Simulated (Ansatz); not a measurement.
`[NH2][GeH2][Cl]` + `N[Si@H](O)N[Si@@H](N)F` → `[NH2][GeH2][NH][SiH](N)F` + `N[SiH](O)Cl`  (redistribution)

Gas-phase electronic energies from Ansatz, PBE0-D4/def2-TZVP geometries. CCSD(T)/CBS is the MP2 limit (def2-TZVPP, def2-QZVPP) plus CCSD(T) − MP2 in def2-TZVPP, frozen cores. DFT in def2-TZVPP. B3LYP here is the variant with VWN-RPA as its local correlation; programs differ in this. For Ge outer-core shells are correlated without core-valence functions, which leaves a few kJ/mol of doubt a bond. Scalar relativity is left out up to krypton. Each species was taken in one conformer, which may not be the lowest.

`[NH2][GeH2][Cl]`:

Z-matrix (Å, degrees):
```
Ge
Cl 1 2.176
N 1 1.818 2 112.8
H 1 1.530 2 105.8 3 -118.7
H 1 1.530 2 105.8 3 118.7
H 3 1.010 1 115.0 2 -64.0
H 3 1.010 1 115.0 2 64.0
```

`N[Si@H](O)N[Si@@H](N)F`:

Z-matrix (Å, degrees):
```
Si
O 1 1.635
N 1 1.742 2 106.0
N 1 1.706 2 116.8 3 -119.5
H 1 1.482 2 109.3 3 122.5
H 2 0.972 1 114.9 3 -3.0
Si 3 1.696 1 130.0 2 21.9
H 3 1.011 1 113.9 2 -168.4
H 4 1.007 1 119.2 2 -90.4
H 4 1.008 1 121.4 2 55.5
N 7 1.724 3 108.2 1 -40.6
F 7 1.599 3 114.6 1 73.3
H 7 1.481 3 108.8 1 -168.6
H 11 1.010 7 117.2 3 154.6
H 11 1.010 7 118.3 3 -69.7
```

`[NH2][GeH2][NH][SiH](N)F`:

Z-matrix (Å, degrees):
```
Ge
N 1 1.833
N 1 1.848 2 106.6
H 1 1.543 2 105.6 3 121.8
H 1 1.535 2 113.0 3 -115.4
Si 2 1.704 1 126.5 3 59.5
H 2 1.008 1 115.2 3 -119.8
H 3 1.011 1 113.8 2 -159.6
H 3 1.011 1 114.2 2 75.0
N 6 1.690 2 106.3 1 -21.2
F 6 1.604 2 114.3 1 96.3
H 6 1.483 2 108.7 1 -149.6
H 10 1.010 6 120.9 2 -26.6
H 10 1.004 6 124.2 2 158.6
```

`N[SiH](O)Cl`:

Cartesian coordinates in Å:
```
N -0.765 -0.399 0.844
Si 0.338 0.432 -0.148
O 1.268 -0.607 -0.994
Cl -0.843 1.604 -1.359
H -1.673 -0.013 1.040
H -0.451 -1.027 1.566
H 1.313 1.318 0.514
H 0.813 -1.310 -1.463
```

```
             level  ΔE (kcal/mol)
           ωB97M-V            7.9
             B3LYP            8.9
SCS-MP2/def2-TZVPP            7.0
   CCSD/def2-TZVPP            7.4
```

Q: What does CCSD(T)/CBS give? (An estimate is asked.)

A: Computed: +6.9 kcal/mol. The listed levels differ from it by 1.0, 2.0, 0.1, 0.5 kcal/mol.

Largest T1 diagnostic among the species: 0.011.

In def2-TZVPP, CCSD(T) changes the Hartree–Fock value by −0.8 kcal/mol (the triples alone add +0.1 kcal/mol) and MP2 by −1.4 kcal/mol.
